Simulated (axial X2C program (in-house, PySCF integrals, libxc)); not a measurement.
## Excited states of BeMg by EOM-EE-CCSD

Computed with an in-house all-electron X2C program for linear molecules (integrals from PySCF): two-component X2C with atomic mean-field Coulomb and Gaunt terms, Gaussian nuclei, basis Mg dyall-acv3z, Be dyall-acv3z with contracted cores.

R = 3.051 Å (near the PBE0 minimum at charge 0 of the determinant lowest at the starting distance; the state shown can have its own minimum elsewhere).

Hartree–Fock spinors of BeMg (one of each Kramers pair; a window near the gap, which can cut inner shells):

```tsv
ω	occupied	ε (eV)	character
1/2	yes	-9.35	60% Be s, 23% Mg s, 8% Mg p
1/2	yes	-6.23	47% Mg s, 19% Be p, 16% Be s
1/2	no	0.25	58% Mg p, 41% Be p
3/2	no	0.25	58% Mg p, 41% Be p
1/2	no	0.27	49% Mg s, 26% Be p, 14% Mg p
1/2	no	0.44	76% Mg p, 22% Be p
3/2	no	0.65	51% Mg p, 48% Be p
1/2	no	0.65	51% Mg p, 48% Be p
```

Vertical excitation energies from the closed-shell determinant state of BeMg:

| Ω | excitation (eV) | cm⁻¹ | hole of the leading pair | particle of the leading pair | weight of the pair (for Ω = 0 its time-reversed partner can hold as much again) | singles weight |
| --- | --- | --- | --- | --- | --- | --- |
| 0⁻ | 1.623 | 13093 | 37% Mg sσ, 26% Be sσ, 17% Be pσ | 52% Be pσ, 39% Mg pσ | 0.46 | 0.95 |
| 1 | 1.623 | 13093 | 37% Mg sσ, 26% Be sσ, 17% Be pσ | 52% Be pσ, 39% Mg pσ | 0.93 | 0.95 |
| 0⁺ | 1.859 | 14995 | 38% Mg sσ, 24% Be sσ, 17% Be pσ | 52% Be pπ, 42% Mg pπ | 0.44 | 0.95 |
| 0⁻ | 1.859 | 14996 | 38% Mg sσ, 24% Be sσ, 17% Be pσ | 52% Be pπ, 42% Mg pπ | 0.44 | 0.95 |
| 1 | 1.860 | 15004 | 38% Mg sσ, 24% Be sσ, 17% Be pσ | 52% Be pπ, 42% Mg pπ | 0.44 | 0.95 |
| 2 | 1.861 | 15013 | 38% Mg sσ, 24% Be sσ, 17% Be pσ | 52% Be pπ, 42% Mg pπ | 0.89 | 0.95 |
| 1 | 2.675 | 21577 | 46% Mg sσ, 19% Be pσ, 17% Be sσ | 60% Be pπ, 31% Mg pπ | 0.44 | 0.87 |
| 0⁺ | 2.767 | 22319 | 39% Be sσ, 24% Mg sσ, 14% Mg pσ | 52% Be pπ, 30% Mg pπ, 7% Mg dπ | 0.30 | 0.97 |
| 0⁻ | 2.767 | 22319 | 39% Be sσ, 24% Mg sσ, 14% Mg pσ | 52% Be pπ, 30% Mg pπ, 7% Mg dπ | 0.29 | 0.97 |
| 1 | 2.768 | 22329 | 39% Be sσ, 24% Mg sσ, 14% Mg pσ | 53% Be pπ, 29% Mg pπ, 8% Mg dπ | 0.29 | 0.97 |
| 2 | 2.770 | 22339 | 38% Be sσ, 25% Mg sσ, 14% Mg pσ | 51% Be pπ, 30% Mg pπ, 7% Mg dπ | 0.59 | 0.97 |

This point took 6 s on 1 thread of Intel(R) Xeon(R) Platinum 8375C CPU @ 2.90GHz (Ice Lake), with other jobs on the host.

Reference electrons by ω block (each with its −ω partner): 1/2: 7, 3/2: 1. 4 electrons of BeMg correlated (inner shells frozen), 88 natural virtual spinors (a truncated set); levels can be off by some tenths of an eV. Roots sought by Ω: (0: 5, 1: 4, 2: 3, 3: 1); rows need 60 % singles weight and stop where some Ω has no more roots. Missing are any skipped roots, higher Ω and states of a further excitation; these come out far too high here and may in truth be low or lowest. T1 of the reference 0.020 (Lee–Taylor). Number of frozen shells: Mg 2 s, 1 p; Be 1 s.
